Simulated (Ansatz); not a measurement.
All values below come from frozen-core CCSD(T)/def2-TZVPP // PBE-D3(BJ)/def2-TZVP (Ansatz, an electronic-structure program).

Ansatz 0.2 input:
```yaml
crystal:
  periodic: [false, false, false]
  atoms:
    - { symbol: I, position_ang: [1.855593, -0.743443, 0.605806] }
    - { symbol: B, position_ang: [-0.002596, 0.205394, 0.277647] }
    - { symbol: I, position_ang: [-1.835529, -0.843984, 0.274242] }
    - { symbol: H, position_ang: [-0.017465, 1.382035, 0.086397] }
basis:
  gaussian: { orbitals: def2-TZVPP }
correlation:
  method: ccsd_t
```

Output:

```
Functional definition: HF
1232 factors; integrals over basis functions are off by at most 1.1e-3 eV
mean field evaluation 1: about -16833.0872 eV, gradient 1.3e1 eV
mean field evaluation 2: about -16833.1190 eV, gradient 1.3e1 eV
mean field evaluation 4: about -16833.9384 eV, gradient 3.1e0 eV
mean field evaluation 8: about -16833.9750 eV, gradient 2.1e-1 eV
mean field evaluation 16: about -16833.7291 eV, gradient 8.4e0 eV
mean field -16833.97551783 eV, -618.6371898019 hartree, gradient 5.9e-6 eV, S^2 0.000000; 0 other end points of the search recorded, 0 dependent functions left out
9 core orbitals not correlated
reference -16833.97551783 eV, -618.6371898019 hartree; 19, 19 occupied and 117, 117 virtual orbitals, 1232 factors
second order -29.82231604 eV of doubles, -0.00000000 eV of singles
cycle   1  -27.62900132 eV  change     2.2e0 eV  update   1.1e-1
cycle   2  -28.34073420 eV  change   -7.1e-1 eV  update   3.2e-2
cycle   3  -28.44484063 eV  change   -1.0e-1 eV  update   1.8e-2
cycle   4  -28.39741725 eV  change    4.7e-2 eV  update   6.2e-3
cycle   5  -28.39718276 eV  change    2.3e-4 eV  update   3.6e-3
cycle   6  -28.40006566 eV  change   -2.9e-3 eV  update   7.6e-4
cycle   7  -28.39926769 eV  change    8.0e-4 eV  update   2.2e-4
cycle   8  -28.39919260 eV  change    7.5e-5 eV  update   5.0e-5
cycle   9  -28.39925634 eV  change   -6.4e-5 eV  update   1.7e-5
cycle  10  -28.39924823 eV  change    8.1e-6 eV  update   4.9e-6
perturbative correction -0.73535862 eV, -0.0270239308 hartree
Total energy: -16863.11012469 eV, -619.7078668556 hartree
```

Cost: very roughly 40 core-seconds.
